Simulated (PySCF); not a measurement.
PySCF 2.14 output of an unrestricted B3LYP calculation on a single atom or ion in x2c-TZVPall (8s6p6d1f, 63 functions), with scalar relativity by spin-free X2C-1e:

```
SCF conv_tol = 1e-09
number electrons alpha = 19  beta = 19
    P. J. Stephens, F. J. Devlin, C. F. Chabalowski, and M. J. Frisch.,  J. Phys. Chem. 98, 11623 (1994)
cycle= 1 E= -3179.29191905735  delta_E= -0.00849  |g|= 0.0622  |ddm|= 0.527
cycle= 2 E= -3179.29221209616  delta_E= -0.000293  |g|= 0.0272  |ddm|= 0.0562
cycle= 3 E= -3179.29226446667  delta_E= -5.24e-05  |g|= 0.00216  |ddm|= 0.0109
cycle= 4 E= -3179.2922655646  delta_E= -1.1e-06  |g|= 5.98e-05  |ddm|= 0.00397
cycle= 5 E= -3179.29226556598  delta_E= -1.38e-09  |g|= 1.91e-06  |ddm|= 0.000162
cycle= 6 E= -3179.29226556598  delta_E= -1.36e-12  |g|= 1.08e-07  |ddm|= 4.2e-06
converged SCF energy = -3179.29226556598  <S^2> = -3.5527137e-14  2S+1 = 1
```

The run itself started from symmetry-adapted Hartree-Fock orbitals and held the occupation by maximum overlap, on a logarithmic radial grid, so the iterations belong to that start.

Which element, charge and spin multiplicity is this?

Sr (strontium, neutral), multiplicity 1; the state was [Kr] 5s2, closed-shell 1S.
